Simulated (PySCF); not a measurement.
Isomers of C8H7F. Theory: TDDFT CAM-B3LYP/def2-SVPD, vertical, gas phase, core orbitals frozen in the response in PySCF 2.14.0, density-fitted response routines. Geometries: GFN2-xTB; one conformer of each isolated species. Triplets are in the Tamm–Dancoff approximation.

Task: Rank by computed S1–T1 gap, highest first.
A. `C#C[C@@H]1C(F)=C1CC=C`
B. `C#C[C@@](F)(C#CC)C=C`
C. `C#CC/C(C#CC)=C\F`
D. `CC#CC#C/C=C/CF`

Result: C (2.13 eV), A (1.87 eV), B (1.41 eV), D (1.24 eV).

```csv
SMILES,S1−T1 (eV),S1 (eV),T1 (eV),S1 mainly,T1 mainly,f(S1)
C#CC/C(C#CC)=C\F,2.13,5.68,3.54,H-1→L (59%),H→L (90%),0.050
C#C[C@@H]1C(F)=C1CC=C,1.87,6.36,4.49,H→L+7 (18%),H-2→L (36%),0.006
C#C[C@@](F)(C#CC)C=C,1.41,5.92,4.51,H→L (64%),H→L+1 (36%),0.003
CC#CC#C/C=C/CF,1.24,4.22,2.97,H-1→L (91%),H→L (90%),0.000
```

H and L stand for HOMO and LUMO. For `C#CC/C(C#CC)=C\F`, `C#C[C@@H]1C(F)=C1CC=C`, `C#C[C@@](F)(C#CC)C=C` and `CC#CC#C/C=C/CF` the leading configurations of S1 and T1 differ. Singlets come from full response and triplets from the Tamm–Dancoff approximation.
